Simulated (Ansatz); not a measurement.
Reaction (ligand exchange at the Al–N bond): `O=C=[N][AlH2]` + `C=CCO` → `C=CC[O][AlH2]` + `N=C=O`

Computed with Ansatz on PBE0-D4/def2-TZVP structures; ΔE is electronic, products minus reactants. CBS: MP2 limit from def2 TZ/QZ plus the TZ coupled-cluster correction, frozen cores. This one scheme is used for every species. Functionals use def2-TZVPP. B3LYP here is the variant with VWN-RPA as its local correlation; programs differ in this. Each species was taken in one conformer, which may not be the lowest.

```csv
level,ΔE (kcal/mol),difference from CCSD(T)/CBS
PBE-D4,2.1,-1.0
r2SCAN-D4,2.6,-0.5
PBE0-D4,3.4,0.3
B3LYP-D4,2.4,-0.7
ωB97X-V,3.0,-0.1
ωB97M-V,2.8,-0.3
B2PLYP,2.9,-0.2
PBE,2.6,-0.5
r2SCAN,2.7,-0.4
PBE0,3.9,0.8
B3LYP,3.1,0.0
HF/def2-TZVPP,6.2,3.1
MP2/def2-TZVPP,3.2,0.1
SCS-MP2/def2-TZVPP,3.3,0.2
CCSD/def2-TZVPP,3.6,0.5
CCSD(T)/def2-TZVPP,3.0,-0.1
HF/def2-QZVPP,6.0,2.9
MP2/def2-QZVPP,3.2,0.1
SCS-MP2/def2-QZVPP,3.2,0.1
HF/CBS(def2),5.9,2.8
MP2/CBS(def2),3.2,0.1
CCSD/CBS(def2),3.6,0.5
CCSD(T)/CBS,3.1,0
```

Largest T1 diagnostic among the species: 0.018.

From PBE to PBE0 (25 % exact exchange), in def2-TZVPP and without D4, ΔE moves by +1.3 kcal/mol. In def2-TZVPP, CCSD(T) changes the Hartree–Fock value by −3.2 kcal/mol (the triples alone add −0.5 kcal/mol) and MP2 by −3.0 kcal/mol.
